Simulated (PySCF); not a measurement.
GeH2I2, SMILES [I][GeH2][I]. Heavy atoms are numbered as in [GeH2:1]([I:2])[I:3]. Hydrogens are named by the atom that carries them.

Geometry: B3LYP-D3(BJ)/def2-SVP. The def2 effective core potentials stand for the cores of I; spin–orbit coupling is left out.

Calculation: CAM-B3LYP/def2-TZVPD (PySCF).

Mulliken values depend strongly on the basis, most of all with diffuse functions as here. ESP charges are fitted to the potential on shells at 1.4 to 2.0 van der Waals radii. Atomic charges (e), one atom of each kind:

```csv
atom,ESP fit,Mulliken
Ge1 (GeH2),?,0.12
I2,?,-0.13
H on Ge1,?,0.07
```

Question: Some entries are withheld; supply them. (An estimate is asked for; the answer gives what the named calculation found.)

Answer: 
- Ge1 (GeH2), ESP fit: -0.20
- I2, ESP fit: -0.03
- H on Ge1, ESP fit: 0.13
